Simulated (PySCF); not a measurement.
# Working out the ionisation energy of Mn

Mn [Ar] 3d5 4s2 (6S) → Mn⁺ [Ar] 3d5 4s1 (7S). Calculation: PySCF 2.14, in def2-TZVPPD; the non-relativistic Hamiltonian (point nucleus). Frozen: [Ar]. Energies in hartree (1 hartree = 27.21139 eV):

```csv
part,Mn (lower),Mn⁺ (upper)
UHF,-1149.846837,-1149.627149
CCSD correlation,-0.131306,-0.088875
(T),-0.003672,-0.001169
```

Question: What does Hartree-Fock give?

Answer: (-1149.627149) − (-1149.846837) = 0.219688 hartree = 5.978 eV.

Question: What do CCSD and CCSD(T) give?

Answer: The CCSD correlation energies differ by 0.042431 hartree = 1.155 eV and the triples by 0.002503 hartree = 0.068 eV, so CCSD gives 7.133 eV and CCSD(T) 7.201 eV.

Measured between the centres of the two terms (NIST): 7.434 eV, so CCSD(T) (valence) is off by -0.233 eV.

The calculation is non-relativistic.

What remains against the reference includes basis incompleteness, the frozen core and higher excitations.
